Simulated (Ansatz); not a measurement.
Saddle point of BNH$_{4}$OF$_{2}$, singlet (BNH₂F₂ ([NH2][B]([F])[F]) + H₂O → BHOF₂ ([OH][B]([F])[F]) + NH₃ (still joined by a long B–N bond); bonds formed: B1–O6, N2–H5; bonds broken: H5–O6; bonds weakened to dative contacts: B1–N2), PBE0-D4/def2-TZVP structure:

```tsv
atom	x (Å)	y (Å)	z (Å)
B1	-0.4143	0.4212	-0.3313
N2	1.0501	-0.0606	-0.1044
F3	-1.0242	-0.1826	-1.3926
F4	-0.6070	1.7537	-0.2180
H5	0.2376	-0.5955	0.8645
O6	-0.8829	-0.3147	1.0139
H7	1.7172	0.6525	0.1552
H8	1.4339	-0.6500	-0.8293
H9	-1.5103	-1.0240	0.8420
```

Energies are electronic, without zero-point energy. Barriers and step energies count from the start structure reached by relaxing down the imaginary mode; all methods use the PBE0-D4 structures, on which another method's saddle can fall below an end. Computed with Ansatz 0.2.0 (basis: def2-TZVPP, with def2-QZVPP for the basis limit); correlated methods freeze the cores. B3LYP uses VWN-RPA correlation. Extrapolation: Hartree–Fock as exp(−7.88 √X), correlation as X^−2.97.

```json
{"method": "SPW92", "barrier (kJ/mol)": "9.0", "step energy (kJ/mol)": "-81.0"}
{"method": "PBE-D4", "barrier (kJ/mol)": "49.3", "step energy (kJ/mol)": "-55.9"}
{"method": "BLYP-D4", "barrier (kJ/mol)": "?", "step energy (kJ/mol)": "-44.2"}
{"method": "r2SCAN-D4", "barrier (kJ/mol)": "?", "step energy (kJ/mol)": "-61.9"}
{"method": "B97M-V", "barrier (kJ/mol)": "?", "step energy (kJ/mol)": "-55.9"}
{"method": "PBE0-D4", "barrier (kJ/mol)": "56.2", "step energy (kJ/mol)": "-62.3"}
{"method": "B3LYP-D4", "barrier (kJ/mol)": "74.1", "step energy (kJ/mol)": "-51.0"}
{"method": "r2SCAN0-D4", "barrier (kJ/mol)": "60.1", "step energy (kJ/mol)": "-65.8"}
{"method": "BHLYP-D4", "barrier (kJ/mol)": "83.3", "step energy (kJ/mol)": "-57.8"}
{"method": "CAM-B3LYP-D4", "barrier (kJ/mol)": "67.8", "step energy (kJ/mol)": "-58.7"}
{"method": "wB97X-V", "barrier (kJ/mol)": "64.4", "step energy (kJ/mol)": "-62.3"}
{"method": "wB97M-V", "barrier (kJ/mol)": "65.1", "step energy (kJ/mol)": "-59.4"}
{"method": "B2PLYP", "barrier (kJ/mol)": "72.5", "step energy (kJ/mol)": "-55.5"}
{"method": "PBE-QIDH", "barrier (kJ/mol)": "59.5", "step energy (kJ/mol)": "-68.0"}
{"method": "RPA on PBE", "barrier (kJ/mol)": "66.1", "step energy (kJ/mol)": "-61.2"}
{"method": "HF", "barrier (kJ/mol)": "123.4", "step energy (kJ/mol)": "-46.5"}
{"method": "MP2", "barrier (kJ/mol)": "62.1", "step energy (kJ/mol)": "-63.8"}
{"method": "CCSD", "barrier (kJ/mol)": "75.6", "step energy (kJ/mol)": "-61.5"}
{"method": "CCSD(T)", "barrier (kJ/mol)": "67.2", "step energy (kJ/mol)": "-63.1"}
```

(1) Fill in the withheld barriers. (To be estimated.)

No T1 diagnostic of these runs exceeds 0.011.

Answers

(1) By the calculation: r2SCAN-D4 55.7; BLYP-D4 71.4; B97M-V 74.1 kJ/mol. Each is the energy of the saddle less that of the start structure, by the same method.

For comparison, the barrier by CCSD(T) at an estimated basis limit (MP2 extrapolated from triple and quadruple zeta, plus CCSD(T) − MP2 in triple zeta) is 70.5 kJ/mol.

The step is the kind of ligand exchange by which a precursor binds to a hydroxyl group, or is hydrolysed, in atomic layer deposition of oxides.

Labels in which every atom is bracketed show which atoms are joined, not bond orders.

For scale, one of the runs: CCSD(T)/def2-TZVPP, 211 basis functions, launched by `ansatz run in.yaml --threads 4 --pin off --events-out ev --progress --plain --max-ram 9574MiB`. Time: 2.2 min of wall clock on 4 CPU threads of an AMD EPYC; the host was shared. Peak host memory: 3.4 GiB.
